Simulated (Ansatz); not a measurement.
`[NH2][Nb]([F])(=[S])[Cl]` + CH₃OH → `C[O][Nb]([NH2])(=[S])[Cl]` + H–F at 600 K and 1 bar (ligand exchange at the Nb–F bond).

Isolated molecules relaxed with PBE0-D4/def2-TZVP in Ansatz; ΔE leaves out vibrations. CCSD(T)/CBS is the MP2 limit (def2-TZVPP, def2-QZVPP) plus CCSD(T) − MP2 in def2-TZVPP, frozen cores. This one scheme is used for every species. Elements past krypton have def2 core potentials. For Nb outer-core shells are correlated without core-valence functions, which leaves a few kJ/mol of doubt a bond. Each species was taken in one conformer, which may not be the lowest.

```
                    species  CCSD(T)/CBS energy (Eh)  H − E (kJ/mol)  S (J/(mol·K))
 `[NH2][Nb]([F])(=[S])[Cl]`              -1070.38350           138.3          446.1
                      CH₃OH               -115.61712           163.6          277.3
`C[O][Nb]([NH2])(=[S])[Cl]`              -1085.60252           260.2          527.0
                        H–F               -100.39570            42.3          194.0
```

H − E and S are ideal-gas, rigid-rotor, harmonic terms from PBE0-D4/def2-TZVP, for one conformer and one mirror image of each species. 1 Eh = 2625.50 kJ/mol, R = 8.31446 J/(mol·K).

**Question.** By hand: ΔE, ΔH, ΔS and ΔG.

**Answer.** ΔE = (-1085.60252) + (-100.39570) − (-1070.38350) − (-115.61712) = 0.00240 Eh = 6.3 kJ/mol. Δ(H − E) = 260.2 + 42.3 − 138.3 − 163.6 = 0.6, so ΔH = 6.9 kJ/mol. ΔS = 527.0 + 194.0 − 446.1 − 277.3 = -2.4 J/(mol·K). ΔG = 6.9 − 600 × (-2.4)/1000 = 8.3 kJ/mol.

**Question.** By hand: the equilibrium constant, and the temperature at which ΔG would vanish if ΔH and ΔS stayed fixed.

**Answer.** log₁₀ K = −ΔG/(RT ln 10) = -0.7. ΔH and −TΔS have one sign here, so there is no such temperature.

The number of gas molecules stays the same, so ΔS is small and ΔH decides. A doubt of 5 kJ/mol in ΔE shifts log₁₀ K by 0.4 here. Other conformers and mirror images would add mixing entropy, several J/(mol·K) or more a flexible species. These are equilibria of isolated gas molecules and say nothing of rates. Largest T1 diagnostic: 0.023 (customary marks: 0.02 for closed shells, 0.045 for open ones).

ΔS is within the doubt of such terms, so its sign, and with it that verdict, could turn.
